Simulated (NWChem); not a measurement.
System: AuH3O2; SMILES [OH][Au]<-[OH2]

The following NWChem deck was run.

```
start job
memory heap 200 mb stack 900 mb global 1100 mb
geometry units angstroms noautoz
  Au     0.010934    -0.065406     0.022421
  O     -0.073674    -2.012710     0.130051
  H      0.591923    -2.327016    -0.515830
  O      0.027827     2.103149    -0.020782
  H      0.226955     2.435308     0.877709
  H     -0.875028     2.424190    -0.218479
end
basis spherical
  * library def2-svp
end
ecp
  Au library def2-ecp
end
dft
  xc xwpbe 1.00 cpbe96 1.0 hfexch 1.00
  cam 0.5 cam_alpha 0.0 cam_beta 1.0
  iterations 150
  vectors input atomic output neutral.movecs
end
task dft energy
charge 1
dft
  odft
  mult 2
  vectors input atomic output cation.movecs
end
task dft energy
```

NWChem printed, in part:

```
             Northwest Computational Chemistry Package (NWChem) 7.3.0
             --------------------------------------------------------

 C1  symmetry detected

                             Geometry "geometry" -> ""
                             -------------------------

 Output coordinates in angstroms (scale by  1.889725989 to convert to a.u.)

  No.       Tag          Charge          X              Y              Z
 ---- ---------------- ---------- -------------- -------------- --------------
    1 Au                  79.0000     0.00927307    -0.04580668    -0.00094622
    2 O                    8.0000    -0.10492920    -1.99454933     0.00882759
    3 H                    1.0000     0.82308348    -2.29879880    -0.06324618
    4 O                    8.0000     0.02796833     2.12316324    -0.00256383
    5 H                    1.0000    -0.39840385     2.44319979     0.81783304
    6 H                    1.0000    -0.54156490     2.44541538    -0.72994546

 Effective nuclear repulsion energy (a.u.)     399.0401670769

 Summary of "ao basis" -> "ao basis" (spherical)
 ------------------------------------------------------------------------------
       Tag                 Description            Shells   Functions and Types
 ---------------- ------------------------------  ------  ---------------------
 Au                         def2-svp                12       32   6s3p2d1f
 O                          def2-svp                 6       14   3s2p1d
 H                          def2-svp                 3        5   2s1p

            General Information
            -------------------
          SCF calculation type: DFT
          Wavefunction type:  closed shell.
          No. of atoms     :     6
          No. of electrons :    38
           Alpha electrons :    19
            Beta electrons :    19
          Charge           :     0
          Spin multiplicity:     1
          Use of symmetry is: off; symmetry adaption is: off
          Maximum number of iterations: 150
          AO basis - number of functions:    75
                     number of shells:    33
          Convergence on energy requested:  1.00D-06
          Convergence on density requested:  1.00D-05
          Convergence on gradient requested:  5.00D-04

              XC Information
              --------------
                     Hartree-Fock (Exact) Exchange  1.000
                     LC-wPBE(h)Exchange Functional  1.000
            Perdew 1991 LDA Correlation Functional  1.000 local
           PerdewBurkeErnz. Correlation Functional  1.000 non-local

           Range-Separation Parameters
           ---------------------------
           Alpha           :  0.00
           Beta            :  1.00
           Gamma           :  0.50
           Short-Range HF  :     F

             Grid Information
             ----------------
          Grid used for XC integration:  medium
          Radial quadrature: Mura-Knowles
          Angular quadrature: Lebedev.
          Tag              B.-S. Rad. Rad. Pts. Rad. Cut. Ang. Pts.
          ---              ---------- --------- --------- ---------
          Au                  1.35      123           9.0       590
          O                   0.60       49          11.0       434
          H                   0.35       45          12.0       434
          Grid pruning is: on
          Number of quadrature shells:   356
          Spatial weights used:  Erf1

      Superposition of Atomic Density Guess
      -------------------------------------

 Sum of atomic energies:        -303.32423740

      Non-variational initial energy
      ------------------------------

 Total energy =    -285.899957
 1-e energy   =    -672.621076
 2-e energy   =     272.092427
 HOMO         =      -0.398018
 LUMO         =      -0.095671

   convergence    iter        energy       DeltaE   RMS-Dens  Diis-err
 ---------------- ----- ----------------- --------- --------- ---------
 d= 0,ls=0.0,diis     1   -287.6912234626 -4.02D+02  1.25D-02  7.60D-01
 d= 0,ls=0.0,diis     2   -287.7400892705 -4.89D-02  5.62D-03  4.98D-01
 d= 0,ls=0.0,diis     3   -287.7835998788 -4.35D-02  1.78D-03  2.02D-02
 d= 0,ls=0.0,diis     4   -287.7854581542 -1.86D-03  5.86D-04  3.61D-03
 d= 0,ls=0.0,diis     5   -287.7858779928 -4.20D-04  3.45D-04  1.81D-04
  Resetting Diis
 d= 0,ls=0.0,diis     6   -287.7859174235 -3.94D-05  1.34D-04  7.49D-06
 d= 0,ls=0.0,diis     7   -287.7859217609 -4.34D-06  2.07D-05  8.83D-07
 d= 0,ls=0.0,diis     8   -287.7859220070 -2.46D-07  7.16D-06  3.53D-07

         Total DFT energy =     -287.785922006953
      One electron energy =     -676.588932731988
           Coulomb energy =      305.228958607664
    Exchange-Corr. energy =      -31.054639976918
 Nuclear repulsion energy =      114.628692094290

 Numeric. integr. density =       37.999990642483

                       DFT Final Molecular Orbital Analysis
                       ------------------------------------

 Vector   17  Occ=2.000000D+00  E=-4.032671D-01
              MO Center= -4.6D-02, -4.5D-01,  3.3D-03, r^2= 1.8D+00
   Bfn.  Coefficient  Atom+Function         Bfn.  Coefficient  Atom+Function
  ----- ------------  ---------------      ----- ------------  ---------------
    16      0.730670  1 Au d -2              36      0.267559  2 O  px
    20     -0.203350  1 Au d  2              18     -0.170319  1 Au d  0
    47      0.170879  3 H  s                 39      0.168436  2 O  px
    35     -0.167041  2 O  s                 21      0.163509  1 Au d -2
     5     -0.126439  1 Au s                 55     -0.105251  4 O  px

 Vector   18  Occ=2.000000D+00  E=-3.570480D-01
              MO Center=  2.2D-02, -6.2D-01, -1.1D-03, r^2= 2.2D+00
   Bfn.  Coefficient  Atom+Function         Bfn.  Coefficient  Atom+Function
  ----- ------------  ---------------      ----- ------------  ---------------
     5      0.513523  1 Au s                 20      0.435530  1 Au d  2
     3     -0.401550  1 Au s                 37      0.298979  2 O  py
     2      0.254699  1 Au s                 18      0.254530  1 Au d  0
    40      0.242271  2 O  py                 6      0.207770  1 Au s
    16      0.137886  1 Au d -2              36      0.135308  2 O  px

 Vector   19  Occ=2.000000D+00  E=-3.468051D-01
              MO Center= -5.3D-02, -1.4D+00,  4.3D-03, r^2= 1.7D+00
   Bfn.  Coefficient  Atom+Function         Bfn.  Coefficient  Atom+Function
  ----- ------------  ---------------      ----- ------------  ---------------
    38      0.540028  2 O  pz                17      0.511701  1 Au d -1
    41      0.426753  2 O  pz                15      0.128319  1 Au pz
    22      0.095674  1 Au d -1               9     -0.070979  1 Au pz
    36      0.041718  2 O  px                16      0.039051  1 Au d -2
    66     -0.038266  5 H  s                 71      0.037430  6 H  s

 Vector   20  Occ=0.000000D+00  E= 5.672386D-02
              MO Center= -4.9D-01,  1.4D+00,  4.6D-02, r^2= 4.6D+00
   Bfn.  Coefficient  Atom+Function         Bfn.  Coefficient  Atom+Function
  ----- ------------  ---------------      ----- ------------  ---------------
    54     -0.716793  4 O  s                  6      0.665381  1 Au s
    14      0.376027  1 Au py                67      0.363718  5 H  s
    72      0.364140  6 H  s                 20     -0.287433  1 Au d  2
    53     -0.205355  4 O  s                  3     -0.173997  1 Au s
    18     -0.173589  1 Au d  0               5     -0.167395  1 Au s

 Vector   21  Occ=0.000000D+00  E= 9.693467D-02
              MO Center=  6.0D-01, -7.1D-02, -2.7D-02, r^2= 6.0D+00
   Bfn.  Coefficient  Atom+Function         Bfn.  Coefficient  Atom+Function
  ----- ------------  ---------------      ----- ------------  ---------------
    13      0.988448  1 Au px                 6      0.381755  1 Au s
     7     -0.179335  1 Au px                14     -0.178752  1 Au py
    20     -0.122784  1 Au d  2              36     -0.119292  2 O  px
    48     -0.116598  3 H  s                 40     -0.111002  2 O  py
    39     -0.107417  2 O  px                58     -0.089594  4 O  px

 Vector   22  Occ=0.000000D+00  E= 9.962466D-02
              MO Center= -3.8D-02,  1.4D-01, -2.4D-02, r^2= 6.6D+00
   Bfn.  Coefficient  Atom+Function         Bfn.  Coefficient  Atom+Function
  ----- ------------  ---------------      ----- ------------  ---------------
    15      0.961984  1 Au pz                72     -0.190494  6 H  s
    67      0.188850  5 H  s                  9     -0.175836  1 Au pz
    41     -0.165786  2 O  pz                60     -0.161249  4 O  pz
    38     -0.142372  2 O  pz                57     -0.122053  4 O  pz
    17     -0.086487  1 Au d -1              13      0.041678  1 Au px

     Multipole analysis of the density
     ---------------------------------

     L   x y z        total         alpha         beta         nuclear
     -   - - -        -----         -----         ----         -------
     0   0 0 0     -0.000000    -19.000000    -19.000000     38.000000

     1   1 0 0     -0.100538      0.475438      0.475438     -1.051413
     1   0 1 0      2.571046     -1.311339     -1.311339      5.193724
     1   0 0 1      0.017411     -0.044938     -0.044938      0.107286

     2   2 0 0    -25.275228    -14.825707    -14.825707      4.376187
     2   1 1 0     -6.608892      0.353329      0.353329     -7.315550
     2   1 0 1      0.033657      0.000263      0.000263      0.033131
     2   0 2 0    -21.662400   -162.890721   -162.890721    304.119043
     2   0 1 1      0.567375     -0.028637     -0.028637      0.624649
     2   0 0 2    -25.135931    -14.721968    -14.721968      4.308005

                                 NWChem DFT Module
                                 -----------------

[...]
```

Level: LC-wPBE (HJS exchange hole, range parameter 0.5 per bohr)/def2-SVP with def2 effective core potentials on Au, vertical spin-unrestricted ions. Geometry: optimised at PBE-D3(BJ)/def2-SVP. def2 effective core potentials on Au; no spin-orbit coupling.
